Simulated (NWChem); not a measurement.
# CH3FSe; SMILES [Se](C)F

Computed with NWChem. Geometry: optimised at PBE0/def2-SVP. Ions are spin-unrestricted doublets at the neutral geometry; other ion states weren't tried.

For level PBE0/def2-SVP:

```
Item                                   Value
-------------------------------------  -----
vertical ionisation energy, ΔSCF (eV)   9.02
−ε(HOMO) (eV)                           6.41
```

### Question
What are these values for level PBE/def2-SVP?

### Answer
- vertical ionisation energy, ΔSCF (eV): 8.77
- −ε(HOMO) (eV): 5.02
